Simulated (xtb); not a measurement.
Al(F)(NCO)(OMe) (C₂H₃AlFNO₂), SMILES [Al]([F])([N]=C=O)[O]C. All values are semi-empirical tight-binding results from xtb (GFN2-xTB unless named), good for trends rather than for accurate numbers. Coordinates come from a GFN2-xTB optimisation. The structure was generated by enumeration; whether it is a known compound was not checked. One conformer was computed; it need not be the lowest.

For metal compounds this method's bond lengths and energies can be far off.

Computed properties:
| Property | Value |
|---|---|
| orbital gap | 4.17 eV |
| zero-point energy | 35.5 kcal/mol |
| G − E(el) at 298.15 K (modified RRHO) | 13.1 kcal/mol |
